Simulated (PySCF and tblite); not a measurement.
The numbers below are computed, except where a source is named.
System: 5-chlororesorcinol, C6H5ClO2, numbered as in [OH:1][c:2]1[cH:3][c:4]([OH:5])[cH:6][c:7]([Cl:8])[cH:9]1.

Motion: rotation about the C2–O1 bond (torsion C3–C2–O1–H from 0° to 180°, rising). GFN2-xTB gives an electronic barrier of 6.1 kcal/mol and a reaction energy of 0.2 kcal/mol.

What does PBE0/pcSseg-1 + D3(BJ) give on GFN2-xTB geometries?

A barrier of 4.3 kcal/mol, 1.8 below the tight-binding barrier (from unrounded values), a reaction energy of 0.1 kcal/mol and, with GFN2-xTB thermal terms, ΔG‡(298 K) = 3.6 kcal/mol and k = 2.8×10¹⁰ s⁻¹ (2 equivalent paths).

Programs: tblite and PySCF.
